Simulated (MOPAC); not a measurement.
MOPAC input (PM6):

```
PM6 PRECISE GNORM=0.05 LET XYZ CHARGE=1 GEO-OK AUX(PRECISION=9) THREADS=1
H7N2O2Si

N    -0.62356900 1    1.47173400 1   -0.63993200 1
Si   -0.17952900 1   -0.03579200 1   -0.08657300 1
N    -1.16421800 1   -0.59941700 1    1.12993900 1
O     0.46507300 1   -1.18615800 1   -1.01527100 1
O     1.50948600 1    0.33905200 1    0.58010300 1
H    -0.04196600 1    2.05294600 1   -1.22416900 1
H    -1.58183400 1    1.78594600 1   -0.62191400 1
H    -1.75188800 1   -0.01302500 1    1.70160900 1
H    -1.26819800 1   -1.58011100 1    1.34036200 1
H     0.03090400 1   -1.57130400 1   -1.78173800 1
H     2.20400200 1   -0.32620200 1    0.43926700 1
H     1.64043200 1    0.82346400 1    1.40989700 1
```

Output:

```
 *******************************************************************************
 **                                                                           **
 **                              MOPAC v23.2.5                                **
 **                                                                           **
 *******************************************************************************
 ** MOPAC's Digital Object Identifier: https://doi.org/10.5281/zenodo.6511958 **
 **                                                                           **
 ** Please cite the open-source release paper for use of this MOPAC version:  **
 ** J. E. Moussa and J. J. P. Stewart (2026)                                  **
 ** MOPAC: An open-source semiempirical molecular orbital program             **
 ** J. Open Source Softw., 11(119), 8025, https://doi.org/10.21105/joss.08025 **
 *******************************************************************************

                              PM6 CALCULATION RESULTS

 *******************************************************************************
 *  PM6        - The PM6 Hamiltonian to be used
 *  GEO-OK     - OVERRIDE INTERATOMIC DISTANCE AND OTHER SAFETY CHECKS
 *
 *
 *
 *                 CHARGE ON SYSTEM = +1
 *
 *
 *
 *  LET        - OVERRIDE SOME SAFETY CHECKS
 *  PRECISE    - TIGHTER CRITERIA TO BE USED
 *  XYZ        - CARTESIAN COORDINATE SYSTEM TO BE USED
 *  GNORM      - EXIT WHEN GRADIENT NORM DROPS BELOW 0.050
 *  AUX        - OUTPUT AUXILIARY INFORMATION
 *******************************************************************************
PM6 PRECISE GNORM=0.05 LET XYZ CHARGE=1 GEO-OK AUX(PRECISION=9) THREADS=1
 H7N2O2Si

   ATOM   CHEMICAL          X               Y               Z
  NUMBER   SYMBOL      (ANGSTROMS)     (ANGSTROMS)     (ANGSTROMS)

     1       N         -0.62356900  *   1.47173400  *  -0.63993200  *
     2      Si         -0.17952900  *  -0.03579200  *  -0.08657300  *
     3       N         -1.16421800  *  -0.59941700  *   1.12993900  *
     4       O          0.46507300  *  -1.18615800  *  -1.01527100  *
     5       O          1.50948600  *   0.33905200  *   0.58010300  *
     6       H         -0.04196600  *   2.05294600  *  -1.22416900  *
     7       H         -1.58183400  *   1.78594600  *  -0.62191400  *
     8       H         -1.75188800  *  -0.01302500  *   1.70160900  *
     9       H         -1.26819800  *  -1.58011100  *   1.34036200  *
    10       H          0.03090400  *  -1.57130400  *  -1.78173800  *
    11       H          2.20400200  *  -0.32620200  *   0.43926700  *
    12       H          1.64043200  *   0.82346400  *   1.40989700  *

          CARTESIAN COORDINATES

    NO.       ATOM           X           Y           Z

     1         N         -0.6236      1.4717     -0.6399
     2        Si         -0.1795     -0.0358     -0.0866
     3         N         -1.1642     -0.5994      1.1299
     4         O          0.4651     -1.1862     -1.0153
     5         O          1.5095      0.3391      0.5801
     6         H         -0.0420      2.0529     -1.2242
     7         H         -1.5818      1.7859     -0.6219
     8         H         -1.7519     -0.0130      1.7016
     9         H         -1.2682     -1.5801      1.3404
    10         H          0.0309     -1.5713     -1.7817
    11         H          2.2040     -0.3262      0.4393
    12         H          1.6404      0.8235      1.4099

 General Reference for PM6:
 "Optimization of Parameters for Semiempirical Methods V: Modification of NDDO Approximations
 and Application to 70 Elements", J. J. P. Stewart, J. Mol. Mod., 13, 1173-1213 (2007)
 URL: https://link.springer.com/article/10.1007/s00894-007-0233-4

           Empirical Formula: H7 N2 O2 Si  =    12 atoms

      MOLECULAR POINT GROUP   :   C1

      RHF CALCULATION, NO. OF DOUBLY OCCUPIED LEVELS = 16

          Geometry optimization using EF

          DIAGONAL MATRIX USED AS START HESSIAN

 CYCLE:     1  GRAD.:    44.242 HEAT: -11.99933
 CYCLE:     2  GRAD.:   130.812 HEAT: -9.118740
 CYCLE:     3  GRAD.:   105.081 HEAT: -13.12076
 CYCLE:     4  GRAD.:   128.655 HEAT: -10.21903
 CYCLE:     5  GRAD.:    68.714 HEAT: -15.72123
 CYCLE:     6  GRAD.:   116.380 HEAT: -12.77796
 CYCLE:     7  GRAD.:   146.013 HEAT: -11.26631
 CYCLE:     8  GRAD.:   153.373 HEAT: -10.94686
 CYCLE:     9  GRAD.:   165.231 HEAT: -7.602173
 CYCLE:    10  GRAD.:    69.114 HEAT: -16.69865
 CYCLE:    11  GRAD.:   122.000 HEAT: -12.95756
 CYCLE:    12  GRAD.:    83.611 HEAT: -15.88168
 CYCLE:    13  GRAD.:   114.941 HEAT: -12.15478
 CYCLE:    14  GRAD.:    58.899 HEAT: -17.51444
 CYCLE:    15  GRAD.:    95.732 HEAT: -15.16133
 CYCLE:    16  GRAD.:    59.902 HEAT: -17.57190
 CYCLE:    17  GRAD.:    81.320 HEAT: -15.89803
 CYCLE:    18  GRAD.:    32.831 HEAT: -18.87900
 CYCLE:    19  GRAD.:    68.525 HEAT: -17.00769
 CYCLE:    20  GRAD.:     3.077 HEAT: -19.42034
 CYCLE:    21  GRAD.:     2.566 HEAT: -19.44369
 CYCLE:    22  GRAD.:     7.719 HEAT: -19.51081
 CYCLE:    23  GRAD.:     9.007 HEAT: -19.59347
 CYCLE:    24  GRAD.:     3.907 HEAT: -19.65275
 CYCLE:    25  GRAD.:     4.442 HEAT: -19.69793
 CYCLE:    26  GRAD.:     4.328 HEAT: -19.72350
 CYCLE:    27  GRAD.:     4.081 HEAT: -19.79073
 CYCLE:    28  GRAD.:     6.073 HEAT: -19.85046
 CYCLE:    29  GRAD.:     5.567 HEAT: -19.89347
 CYCLE:    30  GRAD.:     2.787 HEAT: -19.93702
 CYCLE:    31  GRAD.:     2.910 HEAT: -19.96853
 CYCLE:    32  GRAD.:     2.223 HEAT: -19.98031
 CYCLE:    33  GRAD.:     2.015 HEAT: -19.99514
 CYCLE:    34  GRAD.:     2.580 HEAT: -20.01289
 CYCLE:    35  GRAD.:     3.275 HEAT: -20.03950
 CYCLE:    36  GRAD.:     3.157 HEAT: -20.06265
 CYCLE:    37  GRAD.:     1.689 HEAT: -20.07859
 CYCLE:    38  GRAD.:     1.326 HEAT: -20.08743
 CYCLE:    39  GRAD.:     2.816 HEAT: -20.08927
 CYCLE:    40  GRAD.:     2.051 HEAT: -20.09755
 CYCLE:    41  GRAD.:     1.162 HEAT: -20.10300
 CYCLE:    42  GRAD.:     0.869 HEAT: -20.10948
 CYCLE:    43  GRAD.:     0.915 HEAT: -20.11441
 CYCLE:    44  GRAD.:     1.088 HEAT: -20.11799
 CYCLE:    45  GRAD.:     0.764 HEAT: -20.12146
 CYCLE:    46  GRAD.:     0.849 HEAT: -20.12469
 CYCLE:    47  GRAD.:     0.784 HEAT: -20.12757
 CYCLE:    48  GRAD.:     0.654 HEAT: -20.13003
 CYCLE:    49  GRAD.:     0.804 HEAT: -20.13187
 CYCLE:    50  GRAD.:     0.789 HEAT: -20.13306
 CYCLE:    51  GRAD.:     0.557 HEAT: -20.13450
 CYCLE:    52  GRAD.:     0.464 HEAT: -20.13566
 CYCLE:    53  GRAD.:     0.265 HEAT: -20.13656
 CYCLE:    54  GRAD.:     0.312 HEAT: -20.13719
 CYCLE:    55  GRAD.:     0.291 HEAT: -20.13776
 CYCLE:    56  GRAD.:     0.241 HEAT: -20.13824
 CYCLE:    57  GRAD.:     0.215 HEAT: -20.13855
 CYCLE:    58  GRAD.:     0.176 HEAT: -20.13881
 CYCLE:    59  GRAD.:     0.124 HEAT: -20.13892
 CYCLE:    60  GRAD.:     0.093 HEAT: -20.13896
 CYCLE:    61  GRAD.:     0.081 HEAT: -20.13898
 CYCLE:    62  GRAD.:     0.076 HEAT: -20.13901
 CYCLE:    63  GRAD.:     0.080 HEAT: -20.13903
 CYCLE:    64  GRAD.:     0.082 HEAT: -20.13906
 CYCLE:    65  GRAD.:     0.056 HEAT: -20.13908
 CYCLE:    66  GRAD.:     0.018 HEAT: -20.13908

     GRADIENT =  0.01770 IS LESS THAN CUTOFF =  0.05000

 -------------------------------------------------------------------------------
 PM6 PRECISE GNORM=0.05 LET XYZ CHARGE=1 GEO-OK AUX(PRECISION=9) THREADS=1
 H7N2O2Si

     GEOMETRY OPTIMISED USING EIGENVECTOR FOLLOWING (EF).
     SCF FIELD WAS ACHIEVED

                              PM6 CALCULATION
                                                       MOPAC v23.2.5 Linux

          FINAL HEAT OF FORMATION =        -20.13908 KCAL/MOL =     -84.26193 KJ/MOL

          COSMO AREA              =        119.17 SQUARE ANGSTROMS
          COSMO VOLUME            =        105.06 CUBIC ANGSTROMS

          GRADIENT NORM           =          0.01770          =       0.00511 PER ATOM
          IONIZATION POTENTIAL    =         14.484567 EV
          HOMO LUMO ENERGIES (EV) =        -14.485 -4.563
          NO. OF FILLED LEVELS    =         16
          MOLECULAR WEIGHT        =         95.1530         POINT GROUP:  C1

          MOLECULAR DIMENSIONS (Angstroms)

            Atom       Atom       Distance
            H     9    H     6     4.61337
            H    10    H    12     4.20026
            H     7    H    11     3.91273

          SCF CALCULATIONS        =         67

   ATOM   CHEMICAL          X               Y               Z
  NUMBER   SYMBOL      (ANGSTROMS)     (ANGSTROMS)     (ANGSTROMS)

     1       N         -0.59908041  *   1.47102934  *  -0.66804482  *
     2      Si         -0.15589960  *  -0.03426414  *  -0.08677897  *
     3       N         -1.09386432  *  -0.65530984  *   1.15254621  *
     4       O          0.26864779  *  -1.08916995  *  -1.11651374  *
     5       O          1.54814561  *   0.30251003  *   0.60811075  *
     6       H         -0.28818225  *   1.86117577  *  -1.55750308  *
     7       H         -1.40457084  *   2.00045369  *  -0.33497363  *
     8       H         -1.67917670  *  -0.09630678  *   1.77238519  *
     9       H         -1.33714508  *  -1.63912534  *   1.25866006  *
    10       H          0.42810596  *  -1.68609720  *  -1.79164146  *
    11       H          1.99569550  *  -0.43440543  *   1.09180252  *
    12       H          1.66700552  *   1.12811107  *   1.13797998  *

                             CARTESIAN COORDINATES

   1    N       -0.599080407     1.471029341    -0.668044817
   2   Si       -0.155899595    -0.034264141    -0.086778973
   3    N       -1.093864316    -0.655309840     1.152546206
   4    O        0.268647788    -1.089169950    -1.116513737
   5    O        1.548145612     0.302510030     0.608110753
   6    H       -0.288182249     1.861175769    -1.557503081
   7    H       -1.404570838     2.000453686    -0.334973632
   8    H       -1.679176697    -0.096306781     1.772385186
   9    H       -1.337145078    -1.639125342     1.258660065
  10    H        0.428105955    -1.686097195    -1.791641456
  11    H        1.995695495    -0.434405431     1.091802521
  12    H        1.667005516     1.128111065     1.137979977

           Empirical Formula: H7 N2 O2 Si  =    12 atoms

      MOLECULAR POINT GROUP   :   C1

                  EIGENVALUES
 -36.88827 -34.99438 -34.83963 -34.49833 -25.41232 -24.98723 -22.69484 -21.34133
 -20.73962 -20.25130 -18.93354 -18.52559 -18.35207 -18.22328 -15.03053 -14.48457
  -4.56295  -3.32233  -2.80011  -2.60024  -2.18373  -1.99587  -1.82467  -0.56634
  -0.43383  -0.12156   0.21198   2.04791   2.12626   2.19919   2.65371   2.83042

              NET ATOMIC CHARGES AND DIPOLE CONTRIBUTIONS

  ATOM NO.   TYPE          CHARGE      No. of ELECS.   s-Pop       p-Pop       d-Pop
    1          N          -0.498724        5.4987     1.46231     4.03641
    2         Si           0.533213        3.4668     0.79120     1.19686     1.47873
    3          N          -0.502457        5.5025     1.46060     4.04186
    4          O          -0.417813        6.4178     1.53620     4.88161
    5          O          -0.355009        6.3550     1.64252     4.71249
    6          H           0.272493        0.7275     0.72751
    7          H           0.271869        0.7281     0.72813
    8          H           0.268793        0.7312     0.73121
    9          H           0.273863        0.7261     0.72614
   10          H           0.384848        0.6152     0.61515
   11          H           0.383845        0.6162     0.61616
   12          H           0.385078        0.6149     0.61492
 DIPOLE           X         Y         Z       TOTAL
 POINT-CHG.     1.895     0.626     2.185     2.959
 HYBRID        -0.036    -0.011     0.116     0.122
 SUM            1.859     0.615     2.301     3.021

          ATOMIC ORBITAL ELECTRON POPULATIONS

     Atom    s        px        py        pz      x^2-y^2     xz        z^2       yz        xy
    1  N   1.46231   1.37840   1.33614   1.32187
    2 Si   0.79120   0.40944   0.38703   0.40038   0.31907   0.29472   0.31085   0.29242   0.26167
    3  N   1.46060   1.45183   1.18871   1.40132
    4  O   1.53620   1.74208   1.58658   1.55295
    5  O   1.64252   1.67789   1.38711   1.64749
    6  H   0.72751
    7  H   0.72813
    8  H   0.73121
    9  H   0.72614
   10  H   0.61515
   11  H   0.61616
   12  H   0.61492

 **********************
 *                    *
 * JOB ENDED NORMALLY *
 *                    *
 **********************

 == MOPAC DONE ==
```

The dipole moment of an ion depends on the origin.

The geometry given is a B3LYP-D3(BJ)/def2-TZVP minimum.
